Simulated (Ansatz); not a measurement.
Geometry optimisation, RKS BHLYP/def2-SVP in Ansatz.

Input:

```yaml
crystal:
  periodic: [false, false, false]
  atoms:
    - { symbol: Si, position_ang: [-0.498696, -0.644644, -0.216191] }
    - { symbol: Cl, position_ang: [0.532193, -2.351072, -0.706198] }
    - { symbol: Cl, position_ang: [-1.808463, -0.195798, -1.731965] }
    - { symbol: H, position_ang: [-1.145317, -0.743666, 1.051745] }
    - { symbol: C, position_ang: [0.579244, 0.765977, 0.287494] }
    - { symbol: H, position_ang: [1.274114, 1.166984, -0.453651] }
    - { symbol: H, position_ang: [-0.086295, 1.571883, 0.612021] }
    - { symbol: H, position_ang: [1.15322, 0.430237, 1.156745] }
basis:
  gaussian: { orbitals: def2-SVP }
hamiltonian:
  xc: { name: BHLYP }
relax:
  f_tol: 0.03
  max_steps: 50
output:
  orbitals: {}
```

Command:

```bash
$ ansatz run input.yaml --threads 2 --pin off --max-ram 3072MiB --backend cpu --events-out ev --progress --plain --runs-dir out
```

Task: Where does it end, and by what steps?

Result: The forces met the threshold. After 6 steps the energy has fallen by 0.255 eV; H4 moved furthest, 0.38 Å.

```csv
step,energy less start (eV),largest force component (eV/Å),accepted
0,0.0000,1.067,yes
1,-0.1897,0.178,yes
2,-0.2285,0.259,yes
3,-0.2117,0.840,no
4,-0.2522,0.098,yes
5,-0.2544,0.037,yes
6,-0.2546,0.006,yes
```

```xyz
8
Properties=species:S:1:pos:R:3
Si -0.528 -0.626 -0.111
Cl 0.600 -2.263 -0.660
Cl -1.747 -0.101 -1.689
H -1.392 -1.033 1.006
C 0.594 0.788 0.300
H 1.212 1.049 -0.563
H 0.009 1.667 0.586
H 1.253 0.521 1.131
```

Run time: 9 s on 2 threads of Intel(R) Xeon(R) 6975P-C (Granite Rapids) (shared host), peak memory 0.19 GiB.
